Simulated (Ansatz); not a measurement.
`C[SiH2]N[SiH2]O`, relaxed with RKS PBE-D4/def2-SVP in Ansatz from a rough embedded geometry. The force threshold is 0.03 eV/Å; the program also tests the step.

Total charge 0; spin multiplicity 1.

Start:

```xyz
14

C     1.286   -0.170    2.095
Si    0.127    0.553    0.807
N    -0.056   -0.534   -0.504
Si   -0.935    0.252   -1.746
O    -0.955   -0.975   -2.895
H     1.306    0.509    2.958
H     2.241   -0.347    1.707
H     0.828   -1.090    2.448
H    -1.218    0.814    1.411
H     0.711    1.849    0.357
H    -0.509   -1.347   -0.170
H    -2.342    0.419   -1.217
H    -0.388    1.401   -2.230
H    -0.097   -1.336   -3.020
```

```csv
step,energy (eV),largest force (eV/Å),largest move (Å)
1,-20455.2690,3.710,0.000
2,-20456.0011,1.338,0.195
3,-20456.1565,0.525,0.194
4,-20456.1976,0.212,0.200
5,-20456.2264,0.304,0.194
6,-20456.2450,0.268,0.094
7,-20456.2593,0.328,0.149
8,-20456.2735,0.134,0.093
9,-20456.2791,0.215,0.178
10,-20456.2837,0.153,0.048
11,-20456.2850,0.097,0.133
12,-20456.2879,0.112,0.052
13,-20456.2893,0.061,0.085
14,-20456.2898,0.065,0.080
15,-20456.2902,0.033,0.028
16,-20456.2903,0.016,0.010
```

End:

```xyz
14

C     1.377   -0.309    1.859
Si    0.007    0.721    1.065
N    -0.925   -0.196   -0.113
Si   -1.087    0.048   -1.836
O    -0.244   -1.062   -2.783
H     1.945    0.299    2.594
H     2.087   -0.686    1.096
H     0.958   -1.183    2.399
H    -0.885    1.248    2.163
H     0.595    1.884    0.312
H    -1.422   -1.015    0.257
H    -2.507   -0.173   -2.258
H    -0.621    1.456   -2.085
H     0.723   -1.031   -2.672
```

Run time 25 s (4 threads of an Arm Neoverse V2 on a shared host); peak host memory 0.17 GiB.
